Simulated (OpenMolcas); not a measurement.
**Co6+, Rh6+, Ir6+: d3 down the group**

```json
{
  "Program": "OpenMolcas 26.06",
  "Method": "MS-RASPT2, IPEA 0.25 Eh, imaginary shift 0.1 Eh",
  "Basis": "ANO-RCC-VTZP",
  "Scalar Hamiltonian": "DKH2, point nucleus",
  "Spin-orbit coupling": "RASSI with atomic mean-field integrals over the reference wave functions, term energies averaged over their components"
}
```

Active space for each ion: 9 electrons in 8 orbitals (RAS1 p, at most 2 holes; RAS2 d); closed shells correlated by CASPT2: Co6+ 3s; Rh6+ 4s; Ir6+ 5s.

Computed levels in cm-1 above 4F 3/2:

```csv
Level,Co6+,Rh6+,Ir6+
4F 5/2,751,1934,8720
4F 7/2,1752,4200,14960
4P 1/2,22170,15240,20100
4P 5/2,23360,18170,30290
2G 7/2,24460,18250,28450
2G 9/2,25440,19330,46280
2P 3/2,30990,28690,49810
2P 1/2,31260,23240,35670
2H 9/2,33670,25670,29930
weight of 4F in the lowest level (%),100,97,78
```

Mixed levels, with the weight of the term that names them: Co6+ 2P 3/2 (60 %), Rh6+ 2G 9/2 (64 %), Rh6+ 2P 3/2 (53 %), Rh6+ 2H 9/2 (68 %), Ir6+ 4P 1/2 (67 %), Ir6+ 2G 9/2 (58 %), Ir6+ 2P 3/2 (56 %), Ir6+ 2P 1/2 (67 %), Ir6+ 2H 9/2 (55 %).

Measured, with the error of the calculation in %. Measured levels: Co6+ from Sugar and Corliss, J. Phys. Chem. Ref. Data 10, 1097 (1981).

```
 Level          Co6+
4F 5/2    698 (+7.6)
4F 7/2   1610 (+8.8)
4P 1/2  21096 (+5.1)
4P 5/2  22187 (+5.3)
```

The fine-structure level 4F 7/2 changes by a factor of 8.54 from Co6+ to Ir6+.

Without spin-orbit coupling 4P lies 21220, 13140, 12300 cm-1 above 4F in that order; the difference to the level 4P 1/2, of either sign, comes from spin-orbit coupling, which also lowers the zero.

CASPT2 does not keep the components of a term degenerate, so their means are used; among the terms shown or strongly mixed into the levels shown the widest spread is 1200 cm-1 (4d3 4F, Rh6+). Active for correlation alone: 3p; no level in the range computed is led by a configuration that opens it, so any true level of that kind is missing (holds for Co6+). The CASPT2 spread within a term exceeds the gap to the next term for 3d3 2D(1) and 3d3 2H, so the order of their levels is uncertain (holds for Co6+). Active for correlation alone: 4p; no level in the range computed is led by a configuration that opens it, so any true level of that kind is missing (holds for Rh6+). Active for correlation alone: 5p; no level in the range computed is led by a configuration that opens it, so any true level of that kind is missing (holds for Ir6+). Computed and measured levels are paired by configuration, term and J; levels that our copy of the source lacks, or whose pairing is in doubt (as where it misses far off the trend of its configuration), stay unpaired and out of the deviations. Levels of configurations outside the active space are missing.

A number in round brackets counts repeated terms of one configuration in the order of the reference energies.
